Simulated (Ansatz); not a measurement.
Basis-set extrapolation for `Cl[SiH2]S[SiH2]Cl` (PBE0-D4/def2-TZVP geometry, frozen core, the Gaussian-basis code of Ansatz). Multiplicity 1, RHF reference.

```json
{"": "HF", "def2-TZVPP": "-1896.948987", "def2-QZVPP": "-1897.003795"}
{"": "MP2 correlation", "def2-TZVPP": "-0.795033", "def2-QZVPP": "-0.870471"}
{"": "CCSD(T) correlation", "def2-TZVPP": "-0.905124", "def2-QZVPP": "not run"}
```

Energies in hartree. Use E(X) = E(∞) + A·exp(−7.88·√X) for Hartree–Fock and E(X) = E(∞) + B·X^(−2.97) for correlation, with X = 3 and 4, and add CCSD(T) minus MP2 of the smaller set to the MP2 limit.

**Question.** What is the CCSD(T) energy at the basis-set limit?

**Answer.** HF limit: -1897.003795 + (-0.054808) × 0.13774 = -1897.01134. MP2 limit: -0.870471 + (-0.075438) × 0.74074 = -0.92635. Higher-order term: -0.905124 − (-0.795033) = -0.11009. Total: -1898.04778 hartree, 508.5 kJ/mol below CCSD(T)/def2-TZVPP.
